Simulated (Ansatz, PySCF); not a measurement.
Gas-phase reaction (SMILES): SB(S)S [borotrithioic acid] + 3 [H][H] (H2) -> B (BH3) + 3 S (H2S); energy of full hydrogenation.

Each molecule is optimised on its own at B3LYP-D3(BJ)/def2-TZVP (Ansatz, a first-principles code), one conformer each, not searched for the lowest. Cores are frozen in the correlated levels unless marked. No spin-orbit coupling. Non-relativistic. Basis-set limits of correlation are two-point, X^-3; Hartree-Fock from the larger set (for Q and 5 zeta extrapolated as (X+1)exp(-9√X)). Thermal terms are rigid-rotor harmonic-oscillator values from B3LYP-D3(BJ) frequencies (PySCF) at 298.15 K and 1 atm. 1 Eh = 627.5095 kcal/mol.

| species | E, CCSD(T)/CBS(cc-pV(Q+d)Z,cc-pV(5+d)Z) (Ansatz) (Eh) | E, PBE-D3(BJ)/def2-TZVPD (Ansatz + dftd3) (Eh) | H - E (Eh) | G - E (Eh) |
|---|---|---|---|---|
| SB(S)S | -1219.99637 | -1220.81880 | 0.04033 | 0.00263 |
| [H][H] (H2) | -1.17453 | -1.16598 | 0.01336 | -0.00144 |
| B (BH3) | -26.54862 | -26.55313 | 0.03008 | 0.00872 |
| S (H2S) | -398.96796 | -399.22909 | 0.01881 | -0.00454 |

Question: Work out ΔE and ΔH, ΔG, ΔS and the equilibrium constant at 298.15 K at the first level, then ΔH at the second.

Answer: 
1. ΔE = [(-26.54862) + 3×(-398.96796)] - [(-1219.99637) + 3×(-1.17453)] = 0.06746 Eh = 42.3 kcal/mol at CCSD(T)/CBS(cc-pV(Q+d)Z,cc-pV(5+d)Z).
2. The terms H - E add up to 0.00610 Eh, so ΔH = (0.06746 + (0.00610))×627.5095 = 46.2 kcal/mol.
3. The terms G - E add up to -0.00321 Eh, so ΔG = 40.3 kcal/mol, and ΔS = (0.00610 - (-0.00321))×627509.5/298.15 = 19.6 cal/(mol K).
4. log10 K = -ΔG/(RT ln 10) = -29.5, with RT ln 10 = 1.3642 kcal/mol.
5. With ΔH and ΔS taken as constant, ΔG changes sign near ΔH/ΔS = 2360 K, a rough figure that leaves out heat capacities.
6. At PBE-D3(BJ)/def2-TZVPD the same steps give ΔE = 47.9 and ΔH = 51.7 kcal/mol, a shift of +5.5 from the first level.
7. These values are not checked against measurement here, since the tables used lack a sound gas-phase enthalpy of formation for at least one species.
